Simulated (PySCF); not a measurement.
# Computed records: GeH5N2Si, GeH6NSi, GeH3NOSi, CH3BGeO

All values are calculated (PySCF 2.14.0). Calculation on a computer-drawn molecule: the log of a Hartree-Fock and frozen-core CCSD(T) single point meant for a local Hartree-Fock minimum, with one planted fault or none, to be diagnosed. Offsets are logged minus clean, where the clean run is the same molecule without the fault. The reference is restricted for singlets and unrestricted otherwise, and also for a bond in bohr or an excited solution. Adding or removing an electron swaps singlet and doublet. The excited solution moves the top pair (singlet) or top alpha electron (doublet) to the lowest empty orbital. Highest occupied and lowest empty are orbital energies over both spins, largest force is the largest gradient component, triples share is (T) over the correlation energy, the T1 limit is 0.02 restricted and 0.045 unrestricted, electrons count all cores, a negative frequency is imaginary (commonest isotopes), and the dipole is about the centre of nuclear charge; on germanium a core potential holds 10 electrons, which the energies leave out, and 3d is frozen in MP2 and coupled-cluster steps.

Common to all runs: meant basis and core potential on germanium cc-pVDZ-PP ECP10MDF; logged SCF converged yes; possible faults no fault, one electron removed, one electron added, multiplicity raised by two, geometry at a saddle point, SCF held on an excited solution, minimal basis STO-3G, one bond length entered in bohr, all coordinates scaled.

(1) 
```xyz
9
formula=GeH5N2Si meant_charge=1 meant_multiplicity=1 meant_basis=cc-pV(D+d)Z logged_electrons=64 logged_basis_functions=99 logged_spin_squared=0 logged_highest_occupied=-15.582 logged_lowest_empty=-3.9856 logged_largest_force=4.966e-05 logged_lowest_frequency=-111.29 logged_T1_diagnostic=0.017636 logged_D1_diagnostic=0.054669 logged_triples_share=0.030718 logged_CC_converged=yes logged_dipole_magnitude=1.6025 logged_SCF_stable_within_its_kind=yes logged_energy_HF=-693.91338 logged_energy_CCSD(T)=-694.46547 planted_fault=geometry_at_a_saddle_point HF_energy_offset_from_clean_run=2.566 CCSD(T)_energy_offset_from_clean_run=3.306
N     -2.1741     0.3666     0.0000
Si    -0.7758    -0.4938     0.0000
N      0.6569     0.2199     0.0000
Ge     2.3498     0.1761     0.0000
H     -3.0827    -0.0611     0.0000
H     -2.2113     1.3704     0.0000
H     -1.0095    -1.9346     0.0000
H      3.1146     1.4784     0.0000
H      3.1321    -1.1220     0.0000
```

Units: logged_highest_occupied, logged_lowest_empty in eV; logged_largest_force in hartree/bohr; logged_lowest_frequency in cm⁻¹; logged_dipole_magnitude in debye; logged_energy_HF, logged_energy_CCSD(T) in hartree; HF_energy_offset_from_clean_run, CCSD(T)_energy_offset_from_clean_run in kcal/mol.

Drawn bonds:
| atom | other atom | order |
| --- | --- | --- |
| 1 | 2 | 1 |
| 2 | 3 | 2 |
| 3 | 4 | 1 |
| 1 | 5 | 1 |
| 1 | 6 | 1 |
| 2 | 7 | 1 |
| 4 | 8 | 1 |
| 4 | 9 | 1 |

(2) 
```xyz
9
formula=GeH5N2Si meant_charge=1 meant_multiplicity=1 meant_basis=cc-pV(D+d)Z logged_electrons=65 logged_basis_functions=99 logged_spin_squared=0.7656 logged_highest_occupied=-5.191 logged_lowest_empty=2.9476 logged_largest_force=0.09356 logged_T1_diagnostic=0.01702 logged_D1_diagnostic=0.054969 logged_triples_share=0.030345 logged_CC_converged=yes logged_dipole_magnitude=5.7142 logged_SCF_stable_within_its_kind=yes logged_energy_HF=-694.07936 logged_energy_CCSD(T)=-694.64555 planted_fault=one_electron_added HF_energy_offset_from_clean_run=-101.6 CCSD(T)_energy_offset_from_clean_run=-109.7
N      0.4890     2.6474     0.7266
Si     1.3875     1.2708     0.6632
N      0.9386    -0.0585    -0.0850
Ge     0.5795    -1.5221    -0.8377
H     -0.4126     2.7603     0.3000
H      0.7993     3.4729     1.2072
H      2.6569     1.3798     1.3680
H      0.9831    -1.7572    -2.2743
H     -0.1610    -2.6024    -0.0848
```

Units: logged_highest_occupied, logged_lowest_empty in eV; logged_largest_force in hartree/bohr; logged_dipole_magnitude in debye; logged_energy_HF, logged_energy_CCSD(T) in hartree; HF_energy_offset_from_clean_run, CCSD(T)_energy_offset_from_clean_run in kcal/mol.

Drawn bonds:
| atom | other atom | order |
| --- | --- | --- |
| 1 | 2 | 1 |
| 2 | 3 | 2 |
| 3 | 4 | 1 |
| 1 | 5 | 1 |
| 1 | 6 | 1 |
| 2 | 7 | 1 |
| 4 | 8 | 1 |
| 4 | 9 | 1 |

(3) 
```xyz
9
formula=GeH5N2Si meant_charge=1 meant_multiplicity=1 meant_basis=cc-pV(D+d)Z logged_electrons=64 logged_basis_functions=99 logged_spin_squared=2.0301 logged_highest_occupied=-11.28 logged_lowest_empty=-5.6873 logged_largest_force=0.14023 logged_T1_diagnostic=0.016434 logged_D1_diagnostic=0.053622 logged_triples_share=0.025918 logged_CC_converged=yes logged_dipole_magnitude=7.184 logged_SCF_stable_within_its_kind=yes logged_energy_HF=-693.80207 logged_energy_CCSD(T)=-694.3163 planted_fault=multiplicity_raised_by_two HF_energy_offset_from_clean_run=72.41 CCSD(T)_energy_offset_from_clean_run=96.91
N      0.4890     2.6474     0.7266
Si     1.3875     1.2708     0.6632
N      0.9386    -0.0585    -0.0850
Ge     0.5795    -1.5221    -0.8377
H     -0.4126     2.7603     0.3000
H      0.7993     3.4729     1.2072
H      2.6569     1.3798     1.3680
H      0.9831    -1.7572    -2.2743
H     -0.1610    -2.6024    -0.0848
```

Units: logged_highest_occupied, logged_lowest_empty in eV; logged_largest_force in hartree/bohr; logged_dipole_magnitude in debye; logged_energy_HF, logged_energy_CCSD(T) in hartree; HF_energy_offset_from_clean_run, CCSD(T)_energy_offset_from_clean_run in kcal/mol.

Drawn bonds:
| atom | other atom | order |
| --- | --- | --- |
| 1 | 2 | 1 |
| 2 | 3 | 2 |
| 3 | 4 | 1 |
| 1 | 5 | 1 |
| 1 | 6 | 1 |
| 2 | 7 | 1 |
| 4 | 8 | 1 |
| 4 | 9 | 1 |

(4) 
```xyz
9
formula=GeH6NSi meant_charge=0 meant_multiplicity=2 meant_basis=cc-pV(D+d)Z logged_electrons=59 logged_basis_functions=90 logged_spin_squared=1.3185 logged_highest_occupied=-8.0957 logged_lowest_empty=1.1973 logged_largest_force=0.025538 logged_T1_diagnostic=0.072293 logged_D1_diagnostic=0.31393 logged_triples_share=0.022831 logged_CC_converged=yes logged_dipole_magnitude=2.6333 logged_SCF_stable_within_its_kind=yes logged_energy_HF=-640.1369 logged_energy_CCSD(T)=-640.53153 planted_fault=one_bond_length_entered_in_bohr,row_1_of_the_drawn_bonds HF_energy_offset_from_clean_run=65.03 CCSD(T)_energy_offset_from_clean_run=79.35
N      2.0857     2.3100    -0.5696
Si    -1.0298     2.5702    -1.5259
Ge    -2.2529     0.5924    -0.8942
H      2.6515     1.5567    -0.9138
H      2.6399     3.1403    -0.4665
H     -1.5787     3.7780    -0.8535
H     -3.6784     0.6491    -1.4591
H     -2.3449     0.4092     0.6281
H     -1.5629    -0.6509    -1.4763
```

Units: logged_highest_occupied, logged_lowest_empty in eV; logged_largest_force in hartree/bohr; logged_dipole_magnitude in debye; logged_energy_HF, logged_energy_CCSD(T) in hartree; HF_energy_offset_from_clean_run, CCSD(T)_energy_offset_from_clean_run in kcal/mol.

Drawn bonds:
| atom | other atom | order |
| --- | --- | --- |
| 1 | 2 | 1 |
| 2 | 3 | 1 |
| 1 | 4 | 1 |
| 1 | 5 | 1 |
| 2 | 6 | 1 |
| 3 | 7 | 1 |
| 3 | 8 | 1 |
| 3 | 9 | 1 |

Notes: T1 above single-reference limit.

(5) 
```xyz
7
formula=GeH3NOSi meant_charge=0 meant_multiplicity=1 meant_basis=cc-pV(D+d)Z logged_electrons=64 logged_basis_functions=89 logged_spin_squared=0 logged_highest_occupied=-6.4246 logged_lowest_empty=-2.911 logged_largest_force=0.046424 logged_CC_converged=no logged_dipole_magnitude=4.8468 logged_SCF_stable_within_its_kind=no logged_energy_HF=-713.18915 planted_fault=SCF_held_on_an_excited_solution HF_energy_offset_from_clean_run=122.8
N      1.2975     0.0665     1.0092
Si     2.8503     0.5851     0.6332
O      3.7938    -0.1581    -0.2717
Ge     3.6470     2.6445     1.7069
H      0.6558     0.5553     1.6016
H      0.9103    -0.7759     0.6244
H      3.0915     3.5038     0.5010
```

Units: logged_highest_occupied, logged_lowest_empty in eV; logged_largest_force in hartree/bohr; logged_dipole_magnitude in debye; logged_energy_HF in hartree; HF_energy_offset_from_clean_run in kcal/mol.

Drawn bonds:
| atom | other atom | order |
| --- | --- | --- |
| 1 | 2 | 1 |
| 2 | 3 | 2 |
| 2 | 4 | 1 |
| 1 | 5 | 1 |
| 1 | 6 | 1 |
| 4 | 7 | 1 |

Notes: CCSD not converged.

(6) 
```xyz
7
formula=GeH3NOSi meant_charge=0 meant_multiplicity=1 meant_basis=cc-pV(D+d)Z logged_electrons=65 logged_basis_functions=89 logged_spin_squared=0.7626 logged_highest_occupied=-1.8095 logged_lowest_empty=6.834 logged_largest_force=0.041321 logged_T1_diagnostic=0.018772 logged_D1_diagnostic=0.058222 logged_triples_share=0.030057 logged_CC_converged=yes logged_dipole_magnitude=5.362 logged_SCF_stable_within_its_kind=yes logged_energy_HF=-713.42407 logged_energy_CCSD(T)=-713.99957 planted_fault=one_electron_added HF_energy_offset_from_clean_run=-24.65 CCSD(T)_energy_offset_from_clean_run=-28.54
N      1.2975     0.0665     1.0092
Si     2.8503     0.5851     0.6332
O      3.7938    -0.1581    -0.2717
Ge     3.6470     2.6445     1.7069
H      0.6558     0.5553     1.6016
H      0.9103    -0.7759     0.6244
H      3.0915     3.5038     0.5010
```

Units: logged_highest_occupied, logged_lowest_empty in eV; logged_largest_force in hartree/bohr; logged_dipole_magnitude in debye; logged_energy_HF, logged_energy_CCSD(T) in hartree; HF_energy_offset_from_clean_run, CCSD(T)_energy_offset_from_clean_run in kcal/mol.

Drawn bonds:
| atom | other atom | order |
| --- | --- | --- |
| 1 | 2 | 1 |
| 2 | 3 | 2 |
| 2 | 4 | 1 |
| 1 | 5 | 1 |
| 1 | 6 | 1 |
| 4 | 7 | 1 |

(7) 
```xyz
7
formula=CH3BGeO meant_charge=0 meant_multiplicity=1 meant_basis=cc-pVDZ logged_electrons=54 logged_basis_functions=80 logged_spin_squared=0 logged_highest_occupied=-9.4421 logged_lowest_empty=-0.0037372 logged_largest_force=3.155e-05 logged_lowest_frequency=101.89 logged_T1_diagnostic=0.017285 logged_D1_diagnostic=0.04522 logged_triples_share=0.032076 logged_CC_converged=yes logged_dipole_magnitude=3.9786 logged_SCF_stable_within_its_kind=yes logged_energy_HF=-432.57863 logged_energy_CCSD(T)=-433.10343 planted_fault=no_fault HF_energy_offset_from_clean_run=0 CCSD(T)_energy_offset_from_clean_run=0
O     -1.0691     1.3967    -0.9369
B     -0.1069     0.7246    -0.7291
C      1.1524    -0.1239    -0.5214
Ge     2.0698    -0.5942    -2.2756
H      1.8463     0.3994     0.1388
H      0.8496    -1.0656    -0.0494
H      0.8476    -1.4470    -2.8116
```

Units: logged_highest_occupied, logged_lowest_empty in eV; logged_largest_force in hartree/bohr; logged_lowest_frequency in cm⁻¹; logged_dipole_magnitude in debye; logged_energy_HF, logged_energy_CCSD(T) in hartree; HF_energy_offset_from_clean_run, CCSD(T)_energy_offset_from_clean_run in kcal/mol.

Drawn bonds:
| atom | other atom | order |
| --- | --- | --- |
| 1 | 2 | 2 |
| 2 | 3 | 1 |
| 3 | 4 | 1 |
| 3 | 5 | 1 |
| 3 | 6 | 1 |
| 4 | 7 | 1 |

(8) 
```xyz
7
formula=CH3BGeO meant_charge=0 meant_multiplicity=1 meant_basis=cc-pVDZ logged_electrons=54 logged_basis_functions=80 logged_spin_squared=2.0054 logged_highest_occupied=-8.3058 logged_lowest_empty=-0.7716 logged_largest_force=0.037851 logged_T1_diagnostic=0.018784 logged_D1_diagnostic=0.059671 logged_triples_share=0.033037 logged_CC_converged=yes logged_dipole_magnitude=4.2814 logged_SCF_stable_within_its_kind=yes logged_energy_HF=-432.53946 logged_energy_CCSD(T)=-433.04672 planted_fault=multiplicity_raised_by_two HF_energy_offset_from_clean_run=24.59 CCSD(T)_energy_offset_from_clean_run=35.59
O     -1.0691     1.3967    -0.9369
B     -0.1069     0.7246    -0.7291
C      1.1524    -0.1239    -0.5214
Ge     2.0698    -0.5942    -2.2756
H      1.8463     0.3994     0.1388
H      0.8496    -1.0656    -0.0494
H      0.8476    -1.4470    -2.8116
```

Units: logged_highest_occupied, logged_lowest_empty in eV; logged_largest_force in hartree/bohr; logged_dipole_magnitude in debye; logged_energy_HF, logged_energy_CCSD(T) in hartree; HF_energy_offset_from_clean_run, CCSD(T)_energy_offset_from_clean_run in kcal/mol.

Drawn bonds:
| atom | other atom | order |
| --- | --- | --- |
| 1 | 2 | 2 |
| 2 | 3 | 1 |
| 3 | 4 | 1 |
| 3 | 5 | 1 |
| 3 | 6 | 1 |
| 4 | 7 | 1 |
